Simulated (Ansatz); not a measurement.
Molecule: sum formula AlBrF₂, charge 0, multiplicity 1. SMILES: [F][Al]([F])[Br]
Geometry: optimised at B3LYP-D3(BJ)/def2-TZVP (Ansatz, a program for electronic structure).

Computed values are from Ansatz. Cores are frozen in the correlated levels unless marked. UHF or UKS for open shells. Spin-orbit coupling is left out. Frozen are the shells of the preceding noble gas and the d and f shells that filled before the atom's block. No relativistic terms. CBS(X,Y): correlation extrapolated as X^-3; Hartree-Fock from the larger set.

The atomisation energy De is 1576.2 kJ/mol at CCSD(T)/CBS(def2-TZVPPD,def2-QZVPPD) and the vertical ionisation energy (to the doublet) comes out as 12.03 eV at CCSD(T)/CBS(def2-TZVPPD,def2-QZVPPD). The total energy is -3014.5028 Eh at CCSD(T)/CBS(def2-TZVPPD,def2-QZVPPD). The dipole moment is 0.75 D at CCSD(T)/def2-SVPD and the T1 diagnostic is 0.011 at CCSD/def2-QZVPPD.
